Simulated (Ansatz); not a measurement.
`PB1C[SiH2]1` + `[PH2][GaH2]` → `P[PH][GaH2]` + `B1C[SiH2]1` at 500 K and 1 bar (cleavage of the P–B bond).

Calculated with Ansatz (gas phase, PBE0-D4/def2-TZVP geometries, no zero-point term in ΔE). CBS: MP2 limit from def2 TZ/QZ plus the TZ coupled-cluster correction, frozen cores. For Ga outer-core shells are correlated without core-valence functions, which leaves a few kJ/mol of doubt a bond. Scalar relativity is left out up to krypton. Each species was taken in one conformer, which may not be the lowest.

```json
{"species": "`PB1C[SiH2]1`", "CCSD(T)/CBS energy (Eh)": "-696.40651", "H − E (kJ/mol)": "211.3", "S (J/(mol·K))": "393.5"}
{"species": "`[PH2][GaH2]`", "CCSD(T)/CBS energy (Eh)": "-2267.26620", "H − E (kJ/mol)": "110.9", "S (J/(mol·K))": "330.7"}
{"species": "`P[PH][GaH2]`", "CCSD(T)/CBS energy (Eh)": "-2608.80809", "H − E (kJ/mol)": "150.3", "S (J/(mol·K))": "390.6"}
{"species": "`B1C[SiH2]1`", "CCSD(T)/CBS energy (Eh)": "-354.85519", "H − E (kJ/mol)": "174.1", "S (J/(mol·K))": "322.9"}
```

H − E and S are ideal-gas, rigid-rotor, harmonic terms from PBE0-D4/def2-TZVP, for one conformer and one mirror image of each species. 1 Eh = 2625.50 kJ/mol, R = 8.31446 J/(mol·K).

Q: By hand: ΔE, ΔH, ΔS and ΔG.

A: ΔE = (-2608.80809) + (-354.85519) − (-696.40651) − (-2267.26620) = 0.00943 Eh = 24.8 kJ/mol. Δ(H − E) = 150.3 + 174.1 − 211.3 − 110.9 = 2.2, so ΔH = 27.0 kJ/mol. ΔS = 390.6 + 322.9 − 393.5 − 330.7 = -10.7 J/(mol·K). ΔG = 27.0 − 500 × (-10.7)/1000 = 32.4 kJ/mol.

Q: By hand: the equilibrium constant, and the temperature at which ΔG would vanish if ΔH and ΔS stayed fixed.

A: log₁₀ K = −ΔG/(RT ln 10) = -3.4. ΔH and −TΔS have one sign here, so there is no such temperature.

The number of gas molecules stays the same, so ΔS is small and ΔH decides. A doubt of 5 kJ/mol in ΔE shifts log₁₀ K by 0.5 here. Other conformers and mirror images would add mixing entropy, several J/(mol·K) or more a flexible species. These are equilibria of isolated gas molecules and say nothing of rates. Largest T1 diagnostic: 0.017 (customary marks: 0.02 for closed shells, 0.045 for open ones).

ΔS is within the doubt of such terms, so its sign, and with it that verdict, could turn.
